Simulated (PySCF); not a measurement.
Gas-phase reaction: 2 GaH2Cl + 3 GaCl2NH2 → GaH + 3 NH3 + 4 GaCl2

Computed with PySCF (xtb for GFN2) and rigid-rotor harmonic-oscillator thermochemistry at 1 bar. † marks an energy on the PBE0/def2-TZVP geometry and frequencies; other levels use their own. CCSD(T) freezes the core. Open shells (unrestricted): GaCl2 (multiplicity 2); the rest are closed-shell singlets. GFN2 has no spin-polarisation term. Ga: all electrons, no relativistic terms. GaH2Cl, GaCl2NH2, GaH, GaCl2: computed as isolated molecules; such fragments, hydroxides, amides, oligomers or adducts are transient or little studied in the gas. CCSD(T) isn't extrapolated to the basis-set limit; its ΔH°(298 K) is 658.8 kJ in def2-SVP and 658.0 kJ in def2-TZVPP. The harmonic model lacks anharmonicity and excited electronic states, which grow with temperature; levels with a mode under 35 cm⁻¹ are left out. Soft modes under 120 cm⁻¹ make the harmonic entropy rough for GaCl2NH2, GaCl2. Warning, point group unlike the PBE0 one: GaCl2NH2 (GFN2-xTB).

| level | ΔE electronic, kJ | ΔH°(298 K), kJ | ΔS°(298 K), J/K | ΔG°(1200 K), kJ |
|---|---|---|---|---|
| BLYP/def2-TZVP† | 447 | 464 | 413 | 5 |
| CCSD(T)/def2-SVP† | 641 | 659 | 413 | 199 |
| CCSD(T)/def2-TZVPP† | 640 | 658 | 413 | 198 |
| GFN2-xTB | 445 | 480 | 426 | 10 |
| PBE0/def2-QZVP† | 559 | 576 | 413 | 117 |
| r2SCAN/def2-TZVP† | 588 | 606 | 413 | 146 |
| LDA/def2-TZVP† | 675 | 693 | 413 | 233 |
| ωB97M-V/def2-TZVP† | 601 | 618 | 413 | 159 |
ΔH° is lowest at BLYP/def2-TZVP† and highest at LDA/def2-TZVP†. No reference value is set beside these.
